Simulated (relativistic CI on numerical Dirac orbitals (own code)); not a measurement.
Mn: calculation against measurement

Calculated at this level of theory: Dirac-Coulomb-Breit CI, orbitals from a KLI potential per configuration, a model potential for QED, valence Slater integrals scaled by 0.85, P86 correlation energy added to each configuration (own radial code, finite nucleus).

CI space (outside the closed core [Ar]): 3d5.4s2, 3d6.4s, 3d5.4s.4p, 3d6.4p, 3d7, 3d5.4p2, 3d5.4s.4d, 3d6.4d, 3d6.5s, 3d5.4s.5s, 3d6.5p, 3d5.4s.6s, 3d5.4s.5p, 3d5.4s.6p, 3d5.4s.4f, 3d5.4s.5d, 3d5.4s.7s, 3d5.4s.5g, 3d5.4s.7p, 3d5.4s.5f, 3d5.4s.6d, 3d4.4s2.4p, 3d5.4s.7d. Levels of other configurations are missing.

| Configuration | Term (tabulated) | J | Measured (cm⁻¹) | Computed | Error | Purity (%) |
| --- | --- | --- | --- | --- | --- | --- |
| 3d5.4s2 | a 6S | 5/2 | 0.0 | 0 | 0 | 94 |
| 3d6.4s | a 6D | 9/2 | 17052.3 | 23116 | 6063 | 97 |
| 3d6.4s | a 6D | 7/2 | 17282.0 | 23329 | 6047 | 97 |
| 3d6.4s | a 6D | 5/2 | 17451.5 | 23488 | 6036 | 97 |
| 3d6.4s | a 6D | 3/2 | 17568.5 | 23598 | 6029 | 96 |
| 3d6.4s | a 6D | 1/2 | 17637.2 | 23663 | 6026 | 96 |
| 3d5.4s.4p | z 8P° | 5/2 | 18402.5 | 13999 | -4404 | 99 |
| 3d5.4s.4p | z 8P° | 7/2 | 18531.6 | 14114 | -4418 | 99 |
| 3d5.4s.4p | z 8P° | 9/2 | 18705.4 | 14266 | -4439 | 99 |
| 3d6.4s | a 4D | 7/2 | 23296.7 | 29461 | 6165 | 56 |
| 3d5.4s.4p | z 4P° | 5/2 | 31001.2 | 29490 | -1512 | 98 |
| 3d5.4s.4p | z 4P° | 3/2 | 31076.4 | 29541 | -1536 | 98 |
| 3d5.4s.4p | z 4P° | 1/2 | 31125.0 | 29574 | -1551 | 99 |
| 3d6.4p | z 6D° | 9/2 | 41789.5 | 44177 | 2387 | 57 |
| 3d6.4p | z 6F° | 11/2 | 43314.2 | 49540 | 6226 | 65 |
| 3d6.4p | z 6F° | 9/2 | 43428.6 | 49639 | 6210 | 68 |
| 3d6.4p | z 6F° | 7/2 | 43524.1 | 49714 | 6190 | 69 |
| 3d6.4p | z 6F° | 5/2 | 43595.5 | 49769 | 6173 | 71 |
| 3d6.4p | z 6F° | 3/2 | 43644.4 | 49807 | 6163 | 71 |
| 3d6.4p | z 6F° | 1/2 | 43672.7 | 49830 | 6157 | 72 |
| 3d5.4s.4p | v 6P° | 7/2 | 49888.0 | 45918 | -3970 | 82 |
| 3d5.4s.4p | v 6P° | 5/2 | 50012.5 | 46072 | -3941 | 85 |
| 3d5.4s.4p | v 6P° | 3/2 | 50099.0 | 46154 | -3945 | 87 |

Measured levels from NIST Handbook of Basic Atomic Spectroscopic Data (Sansonetti and Martin, J. Phys. Chem. Ref. Data 34, 1559 (2005)); pairs were made by configuration, J and term (by order where the table uses no LS term), so strongly mixed levels may be paired wrongly.

Mean error by configuration (cm⁻¹): 3d6.4s 6061; 3d5.4s.4p -3302; 3d6.4p 5644. Over the excited levels the mean absolute error is 4799 cm⁻¹ (22 of the 35 excited levels that our extract of the source holds in range could be paired, and the others can miss by more), and the median relative error of those above 1,000 cm⁻¹ is 14 %.

Transition probabilities of persistent lines. The last column rescales the computed rate by the cube of measured over computed energy:

```tsv
λ measured (Å)	Lower	Upper	A tabulated (s⁻¹)	A computed	A rescaled
1996.06 vacuum	3d5.4s2 a 6S_5/2	3d5.4s.4p v 6P°_3/2	7.70e+07	1.49e+06	1.91e+06
1999.51 vacuum	3d5.4s2 a 6S_5/2	3d5.4s.4p v 6P°_5/2	7.60e+07	1.78e+06	2.27e+06
2003.85 air	3d5.4s2 a 6S_5/2	3d5.4s.4p v 6P°_7/2	7.60e+07	2.03e+06	2.60e+06
3806.72 air	3d6.4s a 6D_9/2	3d6.4p z 6F°_11/2	5.90e+07	1.00e+08	9.82e+07
```
